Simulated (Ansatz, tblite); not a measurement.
Removing and adding an electron: Zn₅Cl₆O₂. Total charge 0; singlet. Geometry: PBE-D4/def2-SVP. Ansatz, gas phase; energy differences of separate SCF runs; the oxidised species was run as a doublet alone; the reduced species was run as a doublet alone.

```xyz
13

Zn   -1.429   -2.191   -2.482
Zn    1.628    0.444    2.048
Zn    0.533   -2.301   -0.323
Zn   -0.700    0.634   -0.504
Zn   -0.154    3.058    1.007
O     0.387    1.244    0.935
O    -0.668   -1.094   -1.144
Cl   -2.826   -2.227   -4.077
Cl    2.907    0.813    3.708
Cl    0.142    4.912    1.998
Cl   -1.693    2.652   -0.840
Cl    1.896   -1.917    1.368
Cl   -0.023   -4.027   -1.693
```

The xTB rows come from tblite. HOMO above LUMO, or a gap near zero within one spin, warns that the state may not be the lowest or that an electron is smeared out. The structure comes from a short search, and lower isomers may exist.

```
          level  −HOMO (eV)  vertical IE (eV)  −LUMO (eV)  vertical EA (eV)  HOMO–LUMO gap (eV)  IE − EA (eV)                                                                   remarks
       GFN1-xTB       12.31             13.90        8.41              6.71                3.90          7.19                                                                         –
PBE-D4/def2-SVP        6.69              8.82        3.30              1.47                3.39          7.34  HOMO above zero (-1 doublet), gap within one spin near zero (+1 doublet)
```

Estimate the rows for GFN2-xTB, PBE0-D4/def2-SVP.


```json
{"level": "GFN2-xTB", "−HOMO (eV)": "12.20", "vertical IE (eV)": "14.20", "−LUMO (eV)": "9.63", "vertical EA (eV)": "7.77", "HOMO–LUMO gap (eV)": "2.57", "IE − EA (eV)": "6.43", "remarks": "–"}
{"level": "PBE0-D4/def2-SVP", "−HOMO (eV)": "8.16", "vertical IE (eV)": "9.73", "−LUMO (eV)": "2.53", "vertical EA (eV)": "1.25", "HOMO–LUMO gap (eV)": "5.63", "IE − EA (eV)": "8.48", "remarks": "HOMO above zero (-1 doublet)"}
```

   A HOMO above zero means that the electron is unbound at that level or that self-interaction error raises the level; the energy of removing that electron tells which. Raw xTB energy differences between charge states are shifted by several eV; the methods need an empirical correction for them. Sets without diffuse functions give affinities that are too small.
